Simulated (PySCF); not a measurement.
Sm⁵⁶⁺: ionisation energy

Sm⁵⁶⁺ [He] 2s2 2p2 [2p1/2^2, M_J = 0] → Sm⁵⁷⁺ [He] 2s2 2p1 [2p1/2^1, M_J = 1/2], as a difference of total energies. All numbers are calculated (PySCF 2.14, the two-component X2C-1e Hamiltonian, in an uncontracted even-tempered set (17 s from 37 bohr⁻², ratio 2.4; 13 p from 48 bohr⁻², ratio 2.4; 5 d from 160 bohr⁻², ratio 2.6; 4 f from 240 bohr⁻², ratio 2.6)). Correlated levels: nothing frozen; the 32 highest virtual spinors dropped. "Screened" scales the spin-orbit matrix elements by Boettger's factors to mimic the two-electron term; Breit and QED terms are absent.

| method | ionisation energy (eV) | difference from reference (eV) |
| --- | --- | --- |
| GHF (spin-free) | 11854.7 | -409.3 |
| GMP2 (spin-free) | 11854.6 | -409.4 |
| GHF (screened spin-orbit) | 12279.6 | +15.6 |
| GMP2 (screened spin-orbit) | 12281.9 | +17.9 |

Reference: 12264 ± 5 eV (theoretical estimate listed by NIST; NIST Atomic Spectra Database, ionization energies).

For this ion Breit and QED terms and the two-electron picture change, all absent here, outweigh the correlation shift from GHF to GMP2.

The spin-free rows relax to the high-spin LS determinant and lack the spin-orbit shift.

The labels give the starting determinants; with spin-orbit coupling the two ends relaxed to ⟨J²⟩ = 0.00, ⟨L²⟩ = 1.33, ⟨S²⟩ = 1.33 and ⟨J²⟩ = 0.75, ⟨L²⟩ = 2.00, ⟨S²⟩ = 0.75.
